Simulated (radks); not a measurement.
P+, configuration [Ne] 3s2 3p2.

Calculated with a radial shooting solver on a logarithmic mesh with Libxc functionals: scalar-relativistic Kohn-Sham, BLYP, spin-polarised, spherical densities, finite nucleus; open shells are filled with parallel spins first; Fermi nuclear charge, rms radius 3.1889 fm.

Energy parts (hartree):
| part | energy |
|---|---|
| total | -341.75804 |
| kinetic | 342.88044 |
| electron-nucleus | -809.91807 |
| Hartree | 148.22171 |
| exchange-correlation | -22.94212 |

Orbitals (lengths in bohr, moments of r in powers of bohr; <r^-3> diverges for s and p1/2; r(90%) holds 90 % of the orbital's charge):
\begin{tabular}{lrrrrrr}
orbital & occ. & eigenvalue (hartree) & <1/r> & r(90%) & <r^2> & <r^-3> \\ \hline
1s up & 1 & -77.03522 & 14.65 & 0.185 & 0.01445 & - \\
1s down & 1 & -77.02595 & 14.65 & 0.185 & 0.01444 & - \\
2s up & 1 & -6.77355 & 2.821 & 0.818 & 0.3227 & - \\
2s down & 1 & -6.76454 & 2.820 & 0.817 & 0.3225 & - \\
2p up & 3 & -4.96461 & 2.712 & 0.812 & 0.2958 & 63.65 \\
2p down & 3 & -4.95218 & 2.712 & 0.812 & 0.2955 & 63.58 \\
3s up & 1 & -0.87701 & 0.7556 & 2.72 & 3.783 & - \\
3s down & 1 & -0.80553 & 0.7546 & 2.77 & 3.867 & - \\
3p up & 2 & -0.54140 & 0.6366 & 3.26 & 5.254 & 4.734 \\
\end{tabular}

The highest occupied level is 3p up at -14.732 eV. The spin density at the nucleus is -0.1292 e/bohr^3 (1s -0.1656, 2s 0.0994, 3s -0.0630). For comparison, the ionisation energy in NIST's Atomic Spectra Database is 19.769 eV (semi-empirical). In exact Kohn-Sham theory the highest level is minus the ionisation energy, but local and semilocal functionals leave it too shallow, through self-interaction and a potential that decays too fast; potentials with the right tail come closer. The electron density at the nucleus is 2397 e/bohr^3 (large components only).

Empty levels of this run are not shown, since the potential may be unsettled where no density lies.
